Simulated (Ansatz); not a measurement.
C₂H₂F₂Si (`F[Si]1(F)C=C1`), relaxed with RKS PBE0-D4/def2-TZVP in the Gaussian-basis code of Ansatz from a PBE-D4/def2-SVP geometry. The force threshold is 0.005 eV/Å; the program also tests the step.

The species carries charge 0 and has multiplicity 1.

Start:

```xyz
7

F     0.191   -1.971    1.131
Si    0.532   -0.674    0.213
F     2.080   -0.908   -0.224
C    -0.668    0.239   -0.743
C    -0.248    0.923    0.377
H    -1.382    0.481   -1.549
H    -0.504    1.911    0.795
```

```tsv
step	energy (eV)	largest force (eV/Å)	largest move (Å)
1	-15411.9625	1.324	0.000
2	-15412.0377	0.802	0.023
3	-15412.0670	0.090	0.030
4	-15412.0673	0.022	0.003
5	-15412.0674	0.040	0.003
6	-15412.0674	0.001	0.001
```

End:

```xyz
7

F     0.193   -1.929    1.105
Si    0.527   -0.669    0.211
F     2.033   -0.894   -0.215
C    -0.655    0.230   -0.732
C    -0.240    0.905    0.375
H    -1.358    0.479   -1.519
H    -0.500    1.878    0.776
```

Hardware: 2 threads of an AMD EPYC on a shared host. Wall time 100 s, peak host memory 0.37 GiB.
